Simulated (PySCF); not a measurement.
PySCF job for trifluorosilylmethanol (CH3F3OSi), SMILES OC[Si](F)(F)F, TDDFT-PBE/def2-SVPD. Coordinates come from a B3LYP-D3(BJ)/def2-SVP optimisation. One conformer was computed; it need not be the lowest.

```python
import numpy as np
from pyscf import gto, scf, dft, tdscf

mol = gto.M(
    atom='''
    O    -2.27161540    0.34855394   -0.03071804
    C    -1.33812068   -0.70693157    0.14413926
    Si    0.40777219   -0.07291777   -0.02345801
    F     0.81879130    0.28443587   -1.53342419
    F     1.50242441   -1.10770811    0.53878986
    F     0.52430026    1.28579876    0.83670487
    H    -2.12025925    1.00663434    0.66166751
    H    -1.45921745   -1.24018503    1.10967932
    H    -1.53733054   -1.45518145   -0.64066072
    ''',
    basis='def2-SVPD',
    charge=0,
    spin=0,
    max_memory=1600,
    verbose=4,
)
mf = dft.RKS(mol, xc='pbe').density_fit(auxbasis='def2-universal-jkfit')
mf.grids.level = 3
mf.conv_tol = 1e-9
mf.max_cycle = 100
mf.kernel()
mf.grids = dft.Grids(mol).set(level=1).build(with_non0tab=True)  # coarser grid for the response kernel
td = tdscf.TDDFT(mf)
td.singlet = True
td.nstates = 10
td.conv_tol = 1e-4
td.positive_eig_threshold = 1e-6
td.kernel(x0=td.get_init_guess(mf, 15))
td.analyze()
tt = tdscf.TDA(mf)
tt.singlet = False
tt.nstates = 4
tt.conv_tol = 1e-4
tt.positive_eig_threshold = 1e-6
tt.kernel(x0=tt.get_init_guess(mf, 9))
tt.analyze(verbose=3)
```

Program output:

```
PySCF version 2.14.0

[INPUT] verbose = 4
[INPUT] num. atoms = 9
[INPUT] num. electrons = 58
[INPUT] charge = 0
[INPUT] spin (= nelec alpha-beta = 2S) = 0
[INPUT] symmetry False subgroup None
[INPUT] Mole.unit = angstrom
[INPUT] Symbol           X                Y                Z      unit          X                Y                Z       unit  Magmom
[INPUT]  1 O     -2.271615400000   0.348553940000  -0.030718040000 AA   -4.292730966344   0.658671486238  -0.058048682683 Bohr   0.0
[INPUT]  2 C     -1.338120680000  -0.706931570000   0.144139260000 AA   -2.528681606817  -1.335907056109   0.272383725197 Bohr   0.0
[INPUT]  3 Si     0.407772190000  -0.072917770000  -0.023458010000 AA    0.770577760314  -0.137794614914  -0.044329214327 Bohr   0.0
[INPUT]  4 F      0.818791300000   0.284435870000  -1.533424190000 AA    1.547291310177   0.537505894302  -2.897751751883 Bohr   0.0
[INPUT]  5 F      1.502424410000  -1.107708110000   0.538789860000 AA    2.839170657761  -2.093264953860   1.018165274093 Bohr   0.0
[INPUT]  6 F      0.524300260000   1.285798760000   0.836704870000 AA    0.990783898438   2.429807507705   1.581143051390 Bohr   0.0
[INPUT]  7 H     -2.120259250000   1.006634340000   0.661667510000 AA   -4.006709295576   1.902263210182   1.250370379423 Bohr   0.0
[INPUT]  8 H     -1.459217450000  -1.240185030000   1.109679320000 AA   -2.757521336686  -2.343610050486   2.096990000894 Bohr   0.0
[INPUT]  9 H     -1.537330540000  -1.455181450000  -0.640660720000 AA   -2.905133683530  -2.749894402047  -1.210673299567 Bohr   0.0

nuclear repulsion = 338.099537338616
number of shells = 66
number of NR pGTOs = 234
number of NR cGTOs = 160
basis = def2-SVPD
ecp = {}


[settings echo left out]
init E= -703.825773808899
  HOMO = -0.331967466898885  LUMO = -0.054622010340029  gap/eV = 7.54695
cycle= 1 E= -703.217769887684  delta_E= 0.608  |g|= 1.01  |ddm|= 4.09
  HOMO = -0.12437882018348  LUMO = -0.0210331758307478  gap/eV = 2.81218
cycle= 2 E= -702.581014932708  delta_E= 0.637  |g|= 2.15  |ddm|= 2.52
  HOMO = -0.262083537508264  LUMO = -0.0373244047216943  gap/eV = 6.11601
cycle= 3 E= -703.397888212927  delta_E= -0.817  |g|= 0.164  |ddm|= 1.66
  HOMO = -0.252266788287292  LUMO = -0.0369863020480494  gap/eV = 5.85808
cycle= 4 E= -703.402224554411  delta_E= -0.00434  |g|= 0.0924  |ddm|= 0.215
  HOMO = -0.256234957183425  LUMO = -0.0366121229892427  gap/eV = 5.97624
cycle= 5 E= -703.403731266094  delta_E= -0.00151  |g|= 0.0213  |ddm|= 0.0757
  HOMO = -0.254077436408873  LUMO = -0.0362790168533413  gap/eV = 5.92660
cycle= 6 E= -703.403806392652  delta_E= -7.51e-05  |g|= 0.00801  |ddm|= 0.0265
  HOMO = -0.254827642972963  LUMO = -0.0365449794070121  gap/eV = 5.93977
cycle= 7 E= -703.403821133822  delta_E= -1.47e-05  |g|= 0.00102  |ddm|= 0.00866
  HOMO = -0.254893225076269  LUMO = -0.0365360643681747  gap/eV = 5.94180
cycle= 8 E= -703.403821278305  delta_E= -1.44e-07  |g|= 0.000623  |ddm|= 0.00146
  HOMO = -0.254880497647786  LUMO = -0.0365399802952275  gap/eV = 5.94135
cycle= 9 E= -703.403821340235  delta_E= -6.19e-08  |g|= 0.000133  |ddm|= 0.000522
  HOMO = -0.254895849859405  LUMO = -0.0365473314536295  gap/eV = 5.94157
cycle= 10 E= -703.403821343721  delta_E= -3.49e-09  |g|= 2.26e-05  |ddm|= 0.000166
  HOMO = -0.254894453419348  LUMO = -0.0365459425255659  gap/eV = 5.94157
cycle= 11 E= -703.403821343837  delta_E= -1.16e-10  |g|= 8.38e-06  |ddm|= 4.34e-05
  HOMO = -0.254893745472074  LUMO = -0.0365462385813133  gap/eV = 5.94154
Extra cycle  E= -703.403821343814  delta_E= 2.32e-11  |g|= 1.37e-05  |ddm|= 2.78e-05
converged SCF energy = -703.403821343814
tot grids = 40088
Overwritten attributes  positive_eig_threshold  of <class 'pyscf.tdscf.rks.CasidaTDDFT'>


******** <class 'pyscf.tdscf.rks.CasidaTDDFT'> for <class 'pyscf.df.df_jk.DFRKS'> ********
nstates = 10 singlet
deg_eia_thresh = 1.000e-03
wfnsym = None
conv_tol = 0.0001
eigh lindep = 1e-12
eigh level_shift = 0
eigh max_cycle = 100


Excitation energies (eV)
[6.03562051 6.52336305 7.48693758 7.5673111  7.78446698 7.9544921
 8.21462235 8.42566256 9.06943586 9.16044996]

** Singlet excitation energies and oscillator strengths **
Excited State   1:      6.03562 eV    205.42 nm  f=0.0018
      29 -> 30       -0.69907
      29 -> 31       -0.10153
Excited State   2:      6.52336 eV    190.06 nm  f=0.0454
      29 -> 30       -0.10063
      29 -> 31        0.69613
Excited State   3:      7.48694 eV    165.60 nm  f=0.0046
      29 -> 32       -0.68708
      29 -> 33       -0.11823
Excited State   4:      7.56731 eV    163.84 nm  f=0.0174
      29 -> 32        0.11795
      29 -> 33       -0.69090
Excited State   5:      7.78447 eV    159.27 nm  f=0.0040
      28 -> 30        0.68489
      29 -> 34        0.11495
Excited State   6:      7.95449 eV    155.87 nm  f=0.0061
      28 -> 30       -0.10196
      28 -> 31       -0.10458
      29 -> 34        0.68414
Excited State   7:      8.21462 eV    150.93 nm  f=0.0259
      28 -> 31        0.67028
      29 -> 35       -0.17551
Excited State   8:      8.42566 eV    147.15 nm  f=0.0374
      28 -> 31        0.15660
      29 -> 35        0.67721
Excited State   9:      9.06944 eV    136.71 nm  f=0.0046
      29 -> 36       -0.68633
      29 -> 38       -0.13264
Excited State  10:      9.16045 eV    135.35 nm  f=0.0017
      28 -> 32        0.42993
      29 -> 37        0.53998

** Transition electric dipole moments (AU) **
state          X           Y           Z        Dip. S.      Osc.
  1         0.0483      0.1002      0.0114      0.0125      0.0018
  2        -0.5047     -0.0181      0.1711      0.2843      0.0454
  3        -0.0644     -0.0022      0.1451      0.0252      0.0046
  4        -0.1526      0.2123     -0.1594      0.0938      0.0174
  5        -0.1093     -0.0645      0.0686      0.0208      0.0040
  6         0.0651      0.0763      0.1452      0.0312      0.0061
  7        -0.3367     -0.0070     -0.1229      0.1286      0.0259
  8        -0.0920      0.3384     -0.2409      0.1810      0.0374
  9         0.1155     -0.0026     -0.0864      0.0208      0.0046
 10         0.0064      0.0430     -0.0742      0.0074      0.0017

** Transition velocity dipole moments (imaginary part, AU) **
state          X           Y           Z        Dip. S.      Osc.
  1         0.0100      0.0234      0.0025      0.0007      0.0020
  2        -0.1246     -0.0046      0.0445      0.0175      0.0488
  3        -0.0163     -0.0009      0.0432      0.0021      0.0052
  4        -0.0363      0.0587     -0.0466      0.0069      0.0166
  5        -0.0290     -0.0191      0.0214      0.0017      0.0039
  6         0.0190      0.0243      0.0460      0.0031      0.0070
  7        -0.1082      0.0000     -0.0418      0.0135      0.0297
  8        -0.0261      0.1079     -0.0770      0.0183      0.0393
  9         0.0371      0.0014     -0.0325      0.0024      0.0049
 10         0.0073      0.0193     -0.0281      0.0012      0.0024

** Transition magnetic dipole moments (imaginary part, AU) **
state          X           Y           Z
  1        -0.2276     -0.1969     -0.5407
  2        -0.0473     -0.1624     -0.0112
  3         0.2597      0.2434      0.3685
  4        -0.1693     -0.0056      0.0524
  5        -0.4928     -0.3686      0.3500
  6         0.2240      0.0307     -0.0875
  7         0.1764      0.3760     -0.0044
  8         0.0531      0.0466      0.1399
  9        -0.2000      0.0443      0.0881
 10        -0.0053      0.2351     -0.0212
Overwritten attributes  positive_eig_threshold  of <class 'pyscf.tdscf.rks.TDA'>


******** <class 'pyscf.tdscf.rks.TDA'> for <class 'pyscf.df.df_jk.DFRKS'> ********
nstates = 4 triplet
deg_eia_thresh = 1.000e-03
wfnsym = None
conv_tol = 0.0001
eigh lindep = 1e-12
eigh level_shift = 0
eigh max_cycle = 100


Excitation energies (eV)
[5.75028417 6.17969814 7.14961647 7.42662784]

** Triplet excitation energies and oscillator strengths **
Excited State   1:      5.75028 eV    215.61 nm  f=0.0000
Excited State   2:      6.17970 eV    200.63 nm  f=0.0000
Excited State   3:      7.14962 eV    173.41 nm  f=0.0000
Excited State   4:      7.42663 eV    166.95 nm  f=0.0000
```

The run converged.
